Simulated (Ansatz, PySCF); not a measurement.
Process, species as SMILES: CCB(N)N [diaminoboranylethane] -> N[B]N + [CH2]C (the B-C bond at the site shown breaks; other sites are not compared here)
Geometries: B3LYP-D3(BJ)/def2-TZVP minima from Ansatz (a quantum-chemistry and plane-wave program), one conformer each, not searched for the lowest. Frequencies are from Ansatz or PySCF.
Geometry of the first species:
```xyz
14

C      1.9339    -0.3855    -0.5848
C      0.9890     0.3923     0.3352
B     -0.5655     0.1044     0.1620
N     -1.4889     0.7970     0.9885
N     -1.0249    -0.8277    -0.8005
H      2.9805    -0.1317    -0.4037
H      1.8341    -1.4643    -0.4391
H      1.7288    -0.1746    -1.6376
H      1.2607     0.1966     1.3794
H      1.1569     1.4673     0.1985
H     -1.1946     1.4633     1.6795
H     -2.4863     0.6783     0.9485
H     -0.3994    -1.3339    -1.4002
H     -1.9933    -1.0495    -0.9541
```
Charge 0, spin multiplicity 1.

Quantity: bond dissociation energy (enthalpy at 298 K, with B3LYP-D3(BJ) rigid-rotor harmonic-oscillator terms), in kcal/mol. Correlated levels leave the core frozen unless marked. UHF or UKS for open shells. Spin-orbit coupling is left out. No relativistic terms. CBS(X,Y): correlation extrapolated as X^-3; Hartree-Fock from the larger set. [CCSD(T)-MP2]/basis is that difference in the basis named.

```json
[
 {"level": "PBE-D4/def2-TZVPD", "program": "Ansatz + dftd4", "bond dissociation energy (kcal/mol)": "…"},
 {"level": "PBE0-D4/def2-TZVP", "program": "Ansatz + dftd4", "bond dissociation energy (kcal/mol)": "96.9"},
 {"level": "wB97M-V/def2-TZVPD", "program": "Ansatz", "bond dissociation energy (kcal/mol)": "…"},
 {"level": "RPA@PBE/cc-pVQZ", "program": "Ansatz", "bond dissociation energy (kcal/mol)": "98.6"},
 {"level": "SCS-MP2/STO-3G", "program": "Ansatz", "bond dissociation energy (kcal/mol)": "119.9"},
 {"level": "CCSD/6-31G*", "program": "Ansatz", "bond dissociation energy (kcal/mol)": "96.9"},
 {"level": "CCSD/cc-pVDZ", "program": "Ansatz", "bond dissociation energy (kcal/mol)": "…"},
 {"level": "CCSD/aug-cc-pVTZ", "program": "Ansatz", "bond dissociation energy (kcal/mol)": "98.1"},
 {"level": "RI-MP2/CBS(aug-cc-pVTZ,aug-cc-pVQZ)+[CCSD(T)-MP2]/aug-cc-pVTZ", "program": "Ansatz", "bond dissociation energy (kcal/mol)": "…"}
]
```

### Question
What belongs in the gaps?

### Answer

- PBE-D4/def2-TZVPD, bond dissociation energy (kcal/mol): 96.4
- wB97M-V/def2-TZVPD, bond dissociation energy (kcal/mol): 102.4
- CCSD/cc-pVDZ, bond dissociation energy (kcal/mol): 95.7
- RI-MP2/CBS(aug-cc-pVTZ,aug-cc-pVQZ)+[CCSD(T)-MP2]/aug-cc-pVTZ, bond dissociation energy (kcal/mol): 101.5
